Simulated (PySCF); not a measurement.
Species: 1,2-BN cyclohexene, C₄H₁₀BN.
SMILES: `B1CCCCN1`

The closed-shell ground state was solved at several levels (PySCF, density fitting, gas phase, non-relativistic). Isolated species at its PBE0-D3(BJ)/def2-SVP geometry (one conformer only).

```
          level  basis functions  total energy (Eh)  HOMO (eV)  LUMO (eV)  gap (eV)  dipole (D)
 PBE0/def2-SVPD              200          -237.5993      -6.61      -0.43      6.18        1.95
    HF/pcSseg-2              356          -236.4998      -9.89       2.57     12.46        1.83
    B3LYP/pcJ-0              108          -237.6823      -6.17      -0.41      5.76        2.15
B3LYP/def2-TZVP              246          -238.1409      -6.37      -0.62      5.75        1.89
  B3LYP/cc-pVTZ              320          -238.1381      -6.35      -0.58      5.77        1.85
   B3LYP/6-31G*              104          -238.0447      -6.07      -0.14      5.93        1.88
    B3LYP/pcJ-1              262          -238.0678      -6.35      -0.58      5.77        1.92
```

(1) Estimate the row for PBE0/pcSseg-1, a basis of 152 functions; the other rows only guide the guess.

(2) How much does the basis alone move the frontier levels among the 5 B3LYP rows?

(3) How far do the dipole and the HOMO energy spread over the levels?

## Answers

(1) Total energy -237.7224 Eh, HOMO -6.59 eV, LUMO -0.38 eV, gap 6.21 eV, dipole 1.93 D.

(2) The HOMO by 0.30 eV and the LUMO by 0.48 eV. By rising basis size (HOMO, LUMO in eV): 6-31G* -6.07, -0.14; pcJ-0 -6.17, -0.41; def2-TZVP -6.37, -0.62; pcJ-1 -6.35, -0.58; cc-pVTZ -6.35, -0.58.

(3) The dipole runs from 1.83 to 2.15 D (mean 1.93 D) and the HOMO from -9.89 to -6.07 eV.
